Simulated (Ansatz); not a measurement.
Ga(H2S)F3 (GaH₂SF₃). The state is a triplet with charge 0. Geometry PBE-D4/def2-SVP, that of the neutral singlet; atoms count from 1.

Cartesian coordinates in Å:
```
Ga 0.480 -0.504 0.753
S -0.049 0.992 -1.238
H -0.804 0.006 -1.807
H -1.136 1.511 -0.595
F 1.651 -1.604 0.026
F -1.174 -1.104 0.944
F 1.033 0.702 1.916
```

At PBE0-D4/def2-TZVP a singlet of charge 0 lies 6.40 eV below the triplet at the same geometry.

(1) Estimate the Mulliken populations from the PBE0/def2-TZVP orbitals of Ansatz.

(2) Where does the spin sit?

(3) And the Mayer bond orders between bonded heavy atoms (over 0.3)?

Answers

(1) 
```tsv
atom	charge (e)	spin (α − β)
Ga1	0.93	0.01
S2	-0.02	1.31
H3	0.07	0.26
H4	0.06	0.27
F5	-0.35	0.04
F6	-0.34	0.07
F7	-0.35	0.04
```
Mulliken values and Mayer orders depend strongly on the basis.

(2) Summed by element: Ga 0.01, S 1.31, H 0.53, F 0.14, of 2 unpaired in all. Largest on single atoms: S2 1.31, H4 0.27, H3 0.26.

(3) Ga1–S2 0.32 (2.55 Å); Ga1–F5 1.00 (1.76 Å); Ga1–F6 0.98 (1.77 Å); Ga1–F7 1.00 (1.76 Å).
